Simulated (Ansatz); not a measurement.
Reaction (redistribution): `[SiH3][SnH3]` + `COB(O)F` → `OB(F)O[SiH3]` + `[CH3][SnH3]`

Program: Ansatz. Geometries: PBE0-D4/def2-TZVP. ΔE: electronic, gas phase. CCSD(T)/CBS adds triple-zeta CCSD(T) − MP2 to the extrapolated MP2 energy (def2 sets, frozen cores). def2 core potentials past Kr. For Sn outer-core shells are correlated without core-valence functions, which leaves a few kJ/mol of doubt a bond. Each species was taken in one conformer, which may not be the lowest.

`[SiH3][SnH3]`:

```xyz
8

Si    1.268    0.061    0.341
Sn   -1.201   -0.058   -0.324
H     1.759    1.461    0.239
H     2.084   -0.799   -0.556
H     1.445   -0.406    1.742
H    -2.152    0.915    0.708
H    -1.779   -1.662   -0.223
H    -1.424    0.488   -1.926
```

`COB(O)F`:

Cartesian coordinates in Å:
```
C 0.892 0.193 -1.012
O -0.298 0.722 -0.461
B -0.887 0.186 0.622
O -0.385 -0.901 1.268
F -2.009 0.764 1.061
H 0.699 -0.107 -2.044
H 1.252 -0.668 -0.447
H 1.656 0.972 -1.010
H -0.919 -1.162 2.022
```

`OB(F)O[SiH3]`:

```xyz
9

O     0.304    0.089   -1.735
B     0.533    0.935   -0.695
F     1.107    2.120   -0.912
O     0.188    0.599    0.564
Si   -0.526   -0.756    1.190
H     0.592    0.439   -2.581
H    -0.645   -0.530    2.648
H     0.318   -1.947    0.927
H    -1.870   -0.948    0.593
```

`[CH3][SnH3]`:

```xyz
8

C     0.368   -1.048    0.300
Sn   -0.316    0.901   -0.258
H     1.379   -1.209   -0.074
H    -0.291   -1.808   -0.120
H     0.372   -1.144    1.386
H     0.719    2.095    0.393
H    -0.331    1.053   -1.961
H    -1.899    1.160    0.333
```

```json
{"species": "`[SiH3][SnH3]`", "SCS-MP2/def2-TZVPP energy (Eh)": "-506.22569"}
{"species": "`COB(O)F`", "SCS-MP2/def2-TZVPP energy (Eh)": "-315.32679"}
{"species": "`OB(F)O[SiH3]`", "SCS-MP2/def2-TZVPP energy (Eh)": "-566.39801"}
{"species": "`[CH3][SnH3]`", "SCS-MP2/def2-TZVPP energy (Eh)": "-255.21185"}
```

Work out ΔE.

ΔE = (-566.39801) + (-255.21185) − (-506.22569) − (-315.32679) = -0.05738 Eh = -150.7 kJ/mol. CCSD(T)/CBS gives -142.0 kJ/mol.

Largest T1 diagnostic among the species: 0.013.

From BLYP to BHLYP (50 % exact exchange), in def2-TZVPP and without D4, ΔE moves by −12.9 kJ/mol. Leaving LDA and LC-ωPBE aside and taking each functional with its dispersion term where it has one, the values, not all of them listed here, spread over 25.3 kJ/mol, from B2PLYP to PBE-D4. LDA lies +3.9 kJ/mol from PBE without D4.
